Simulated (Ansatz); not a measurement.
Input file for Ansatz (an electronic-structure program): U-PBE/cc-pV(T+d)Z on C3H9Al (SMILES [CH3][Al]([CH3])[CH3]), a point of a bond scan (R = 3.508 Å). Files ending in .json are basis or fitting sets from the Basis Set Exchange.

Ansatz 0.2 input:
```yaml
crystal:
  periodic: [false, false, false]
  atoms:
    - {symbol: Al, position_ang: [-0.00545072, 0.00321689, 0.00621685]}
    - {symbol: C, position_ang: [-1.37694529, -1.39163355, -0.14691927]}
    - {symbol: H, position_ang: [-0.99513617, -3.13616161, -3.16642378]}
    - {symbol: H, position_ang: [-2.38593197, -0.96907901, -0.16620752]}
    - {symbol: H, position_ang: [-1.33411409, -2.12920174, 0.65757840]}
    - {symbol: C, position_ang: [-0.15044393, 1.64610507, -1.05639740]}
    - {symbol: H, position_ang: [0.79086087, 1.88141774, -1.56277165]}
    - {symbol: H, position_ang: [-0.36707720, 2.50233223, -0.40734550]}
    - {symbol: H, position_ang: [-0.93818372, 1.60491701, -1.81189978]}
    - {symbol: C, position_ang: [1.52994891, -0.25594771, 1.20008060]}
    - {symbol: H, position_ang: [2.11111240, 0.65534719, 1.35815232]}
    - {symbol: H, position_ang: [2.21239517, -1.00533961, 0.78245430]}
    - {symbol: H, position_ang: [1.22406953, -0.63655760, 2.17915126]}
basis:
  gaussian:
    orbitals: cc-pV_T+d_Z.json
hamiltonian:
  xc: {name: PBE}
magnetization: {spin_polarized: true, initial_magnetization: 0}
```

Output:

```
WARN ansatz: RAYON_NUM_THREADS=6 ignored (pool sized by the plan → 6); use --threads N
Functional definition: PBE
integrals: 0.16 GiB planned
1318 factors; their error is unknown
mean field: 1.55 GiB planned
mean field evaluation 1: about -9803.6707 eV, gradient 8.1e1 eV
mean field evaluation 2: about -9717.6135 eV, gradient 1.2e2 eV
mean field evaluation 4: about -9827.6899 eV, gradient 3.8e1 eV
mean field evaluation 8: about -9839.4177 eV, gradient 1.6e1 eV
mean field evaluation 16: about -9842.4433 eV, gradient 2.3e-5 eV
mean field evaluation 32: about -9827.6983 eV, gradient 3.8e1 eV
mean field -9843.52254560 eV, -361.7427813715 hartree, gradient 1.8e-5 eV, S^2 0.985633; 3 other end points of the search recorded, 0 dependent functions left out
reference -9843.52259976 eV, -361.7427833620 hartree; 20, 20 occupied and 235, 235 virtual orbitals, 1318 factors
Total energy: -9843.52259976 eV, -361.7427833620 hartree
```

The calculation finished and met its thresholds. Its determinant has ⟨S²⟩ = 0.99, a mixture of spin states.

Cost: about 30 core-seconds (a rough figure).
